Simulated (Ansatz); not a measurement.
Cl3La, triplet, geometry from GFN2-xTB (such geometries of metal compounds can be far from the true shape) (the multiplicity is a formal guess) (core potentials on La); R2SCAN/def2-SVP (Ansatz, a quantum-chemistry and plane-wave program).

Ansatz was given this input:
Ansatz 0.2 input:
```yaml
crystal:
  periodic: [false, false, false]
  atoms:
    - {symbol: La, position_ang: [0.08516068, -0.26779560, -0.67267902]}
    - {symbol: Cl, position_ang: [-2.04644296, -0.84818033, 0.49246893]}
    - {symbol: Cl, position_ang: [0.26146290, 2.04915232, 0.33491522]}
    - {symbol: Cl, position_ang: [1.49944132, -0.30306911, 1.42806902]}
basis:
  gaussian:
    orbitals: def2-SVP
hamiltonian:
  xc: r2scan
magnetization: {spin_polarized: true, initial_magnetization: 2}
```

It wrote (shortened):

```
Functional definition: r2SCAN
833 factors; their error is unknown
mean field evaluation 1: about -38414.5580 eV, gradient 1.6e1 eV
mean field evaluation 2: about -38405.9595 eV, gradient 3.3e1 eV
mean field evaluation 4: about -38415.9558 eV, gradient 4.5e0 eV
mean field evaluation 8: about -38416.1204 eV, gradient 1.1e-1 eV
mean field evaluation 16: about -38416.0573 eV, gradient 1.1e-2 eV
mean field evaluation 32: about -38413.9882 eV, gradient 4.1e0 eV
mean field evaluation 64: about -38415.9326 eV, gradient 6.0e-1 eV
mean field evaluation 96: about -38410.9650 eV, gradient 1.9e1 eV
mean field evaluation 128: about -38413.9810 eV, gradient 4.4e0 eV
mean field evaluation 160: about -38416.0573 eV, gradient 2.0e-5 eV
mean field -38416.05726975 eV, -1411.7640653243 hartree, gradient 2.0e-5 eV, S^2 2.004034; 11 other end points of the search recorded, 0 dependent functions left out
reference -38416.05732610 eV, -1411.7640673954 hartree; 32, 30 occupied and 54, 56 virtual orbitals, 833 factors
Total energy: -38416.05732610 eV, -1411.7640673954 hartree
```
